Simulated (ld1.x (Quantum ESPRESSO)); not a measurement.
**Si: excitation energies, all-electron against TM**

```
Element                 : Si
Generator               : ld1.x (Quantum ESPRESSO) 7.5
Type                    : norm-conserving Troullier–Martins (Kleinman–Bylander form)
Functional              : PBE
Relativity              : scalar-relativistic
Frozen core             : [Ne]
Valence charge          : 4
Reference configuration : 3s2 3p2
Partial waves           : 3s (bound): rc 1.65 bohr; 3p (bound): rc 1.65 bohr
Local potential         : the p channel
Core correction         : Bessel-smoothed model core inside 1.55 bohr
```

Energies are relative to the spin-unpolarised reference configuration 3s2 3p2; without spin polarisation the order of configurations can differ from experiment.

(1) Give the all-electron excitation energy and the error of the potential for: 3s2 3p1; 3s2 3p0; 3s1 3p0; 3s2 3p1.5; 3s1 3p3; 3s0 3p4; 3s1 3p2.

## Answers

(1)

```
valence configuration  charge  ΔE all-electron (eV)  error AE − PS (meV)
              3s2 3p1      +1                 7.740                 +1.8
              3s2 3p0      +2                23.733                  +13
              3s1 3p0      +3                57.704                  +89
            3s2 3p1.5    +0.5                 2.921                 +0.3
              3s1 3p3       0                 6.814                 +1.3
              3s0 3p4       0                13.778                 +7.1
              3s1 3p2      +1                15.171                 +7.2
```
